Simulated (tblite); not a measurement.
Start geometry of `C[Si@H]([NH2+])C(F)(F)F` [radical] from a force field or distance geometry (Å):
```
atom  x, y, z in Å
C1     1.677   -0.052   -0.164
Si2   -0.117   -0.230    0.345
N3    -0.763   -1.607   -0.463
C4    -1.015    1.381    0.207
F5    -0.468    2.319    1.026
F6    -2.321    1.244    0.575
F7    -0.993    1.864   -1.053
H8     2.225   -0.980   -0.019
H9     1.748    0.230   -1.216
H10    2.162    0.723    0.434
H11   -0.112   -0.715    1.759
H12   -0.283   -2.445   -0.165
H13   -1.745   -1.732   -0.164
```

Q: What comes out of this run: GFN2-xTB geometry optimisation, gas phase in tblite?

A: 
```
atom  x, y, z in Å
C1     1.718   -0.013   -0.057
Si2    0.057   -0.499    0.696
N3    -0.903   -1.565   -0.216
C4    -0.959    1.332    0.132
F5    -0.324    2.327    0.698
F6    -2.186    1.232    0.576
F7    -0.928    1.428   -1.175
H8     2.439   -0.814    0.103
H9     1.647    0.162   -1.133
H10    2.123    0.891    0.402
H11   -0.281   -0.570    2.106
H12   -0.780   -1.755   -1.203
H13   -1.629   -2.154    0.174
```

The energy falls by 27.8 kcal/mol over 106 L-BFGS steps, the largest force on an atom goes from 3.58 to 0.010 eV/Å, and the atoms move by 0.488 Å rms after alignment. The bond that changes most is Si2–C4 (ends: silicon bonded to 2 C, N and H; carbon bonded to 3 F and Si), which lengthens by 0.319 Å. Bonds longer at the end by more than 0.005 Å: 2 of 12; shorter: 6. Among the angles that change most is N3–Si2–C4, from 118.6° to 97.2°. Among the dihedrals that turn most is H11–Si2–N3–H12, from -48° to -173°. Rotational constants go from 2929, 1651, 1366 to 2731, 1726, 1417 MHz. The orientation of the end geometry is arbitrary; only internal coordinates are fixed.

Time: 0.67 s wall. Hardware: an Arm Neoverse V1 with one thread, shared host with 32 logical CPUs at a one-minute load of 27.

Its GFN2-xTB frequencies are all real (lowest 38 cm⁻¹).

One conformer stands for the species.

The numbers are calculated, not measured.
